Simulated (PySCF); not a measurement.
**Structure from 2D NMR**

Compound of formula C$_{9}$H$_{13}$N. Correlations simulated from computed shifts and the bond graph:

HSQC (one-bond C–H):
```tsv
δH	δC
7.28	134.3
7.24	133.5
6.91	122.9
2.56	31.7
2.26	20.4
1.19	15.0
```

COSY cross peaks (H two or three bonds apart, from the bond graph; peaks can be absent where the dihedral angle is near 90°):
```tsv
δH	δH
7.28	6.91
7.24	6.91
2.56	1.19
```

HMBC (two and three bonds, from the bond graph):
```tsv
δH	δC
7.28	147.0, 133.5, 124.4, 122.9, 20.4
7.24	147.0, 134.3, 130.3, 122.9, 31.7
6.91	134.3, 133.5, 130.3, 124.4
2.56	147.0, 133.5, 130.3, 15.0
2.26	147.0, 134.3, 124.4
1.19	130.3, 31.7
```

Carbons without hydrogens: δ 147.0, 130.3, 124.4.

Theoretical values (PySCF 2.14.0 with density-fitted response routines): shieldings: GIAO PBE0/pcSseg-1, GFN2-xTB structure. Isolated molecule, non-relativistic Hamiltonian, averaged over atoms made equivalent by symmetry, fast rotation or ring inversion, one conformer.

Scale: $^{1}$H (σ = 31.72 ppm), $^{13}$C (σ = 186.93 ppm) against TMS (reference shieldings calculated alike).

Exchangeable hydrogens are left out of these lists.

Task: Assemble the structure.

Result: SMILES CCc1cccc(C)c1N.

Numbering as in the mapped SMILES `[CH3:1][CH2:2][c:3]1[cH:4][cH:5][cH:6][c:7]([CH3:8])[c:9]1[NH2:10]`. Each H is labelled by its parent atom.

- δC 147.0 is C9, an aromatic carbon bearing nitrogen.
- δC 134.3 is C6, an aromatic CH (δH 7.28).
- δC 133.5 is C4, an aromatic CH (δH 7.24).
- δC 130.3 is C3, a substituted aromatic carbon.
- δC 124.4 is C7, a substituted aromatic carbon.
- δC 122.9 is C5, an aromatic CH (δH 6.91).
- δC 31.7 is C2, an sp3 CH2 on an aromatic ring (δH 2.56).
- δC 20.4 is C8, a methyl carbon on an aromatic ring (δH 2.26).
- δC 15.0 is C1, a methyl carbon (δH 1.19).
- HMBC from δH 7.28 reaches the proton-free carbons C9, C7.
- HMBC from δH 7.24 reaches the proton-free carbons C9, C3.
- HMBC from δH 6.91 reaches the proton-free carbons C3, C7.
- HMBC from δH 2.56 reaches the proton-free carbons C9, C3.
- COSY links 7.28–6.91, 7.24–6.91, 2.56–1.19.

This is the structure that produced the data.

The OH or NH signal is concentration- and solvent-dependent in practice; the value given is the gas-phase one. Shifts are as computed. Against solution values, carbons near 30 ppm lie about +3 ppm off and those near 130 ppm about +5 ppm. Of 1211 compounds with measured shifts, 218 miss one by over three times the rms of a fit or turn the order of signals round; such compounds aren't used in these exercises.
